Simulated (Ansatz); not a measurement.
The molecule SnOs, closed-shell singlet (lowest of 2S+1 = 1, 3, 5, 7 at CCSD(T)/def2-TZVPP on PBE0 minima; our sources give no spin for the ground state, which may be another). No spin–orbit coupling.

Seven points along R, fitted to fifth degree in 1/R; most abundant isotopes. In def2 and cc sets the state is the lowest found near the PBE0 minimum, followed along R. The singlet is held restricted.

Correlated levels freeze the inner cores; with def2 sets outer-core shells near the valence are correlated too. CBS: X⁻³ extrapolation of the correlation energy, Hartree–Fock from the larger set.

Programs: Ansatz (a program for electronic structure) with Gaussian orbitals.  In def2 rows elements past Kr take small-core potentials, without spin–orbit coupling.

What bond length and harmonic frequency does B97M-V/def2-TZVPP give?

r_e = 2.416 Å, ω_e = 263 cm⁻¹.

What bond length and harmonic frequency does CCSD(T)/def2-TZVPP give?

r_e = 2.411 Å, ω_e = 268 cm⁻¹.

What bond length and harmonic frequency does CCSD(T)/CBS(def2-TZVPP, def2-QZVPP) give?

r_e = 2.402 Å, ω_e = 271 cm⁻¹.

Doubts at one or more of the structures used: a restricted determinant that unrestricted orbitals would lower (CCSD(T)/def2-TZVPP, CCSD(T)/CBS(def2-TZVPP, def2-QZVPP)); T1 above 0.05 (CCSD(T)/def2-TZVPP, CCSD(T)/CBS(def2-TZVPP, def2-QZVPP)).
